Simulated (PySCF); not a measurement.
## Correlation energy of Sc (scandium, neutral)

[Ar] 3d1 4s2, 2D determinant. Computed with PySCF 2.14 in dyall-av2z, with no relativity, point nucleus. Frozen: [Ar]; 3 electrons correlated; the 25 highest virtual orbitals of each spin left out.

```
  level  correlation energy (mhartree)
   CCSD                         -38.36
    (T)                          -0.91
CCSD(T)                         -39.27
```

Diagnostics: T1 = 0.026, D1 = 0.0458, largest double amplitude 0.089.

Q: Is a single reference adequate?

A: Mostly. T1 lies below 0.03, but a double amplitude of this size points to a near-degeneracy that CCSD handles and MP2 describes poorly.
